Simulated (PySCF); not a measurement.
Electron correlation in Xe⁴¹⁺ (xenon, charge +41)

[Ne] 3s2 3p1, 2P determinant. Computed with PySCF 2.14 in an uncontracted even-tempered set (18 s from 7.3 bohr⁻², ratio 2.5; 12 p from 9.5 bohr⁻², ratio 2.5; 4 d from 38 bohr⁻², ratio 2.7; 4 f from 58 bohr⁻², ratio 2.7), with the spin-free X2C one-electron Hamiltonian (Gaussian nucleus). Frozen: 1s2; 11 electrons correlated; the 21 highest virtual orbitals of each spin left out.

| level | correlation energy (mhartree) |
| --- | --- |
| CCSD | -506.68 |
| (T) | -0.99 |
| CCSD(T) | -507.67 |

Diagnostics: T1 = 0.00070, D1 = 0.0031, largest double amplitude 0.054.

Is a single reference adequate?

Yes, within this model without spin-orbit coupling: T1 lies below 0.03 and no double amplitude reaches 0.07.

At this charge the one-electron X2C treatment keeps the bare 1/r₁₂, with no two-electron picture change or Breit term. The effect here is smaller than on the frozen 1s shell; and a scalar Hamiltonian misses the large spin-orbit splitting of the p shells, which matters for ns² → np² pairs.
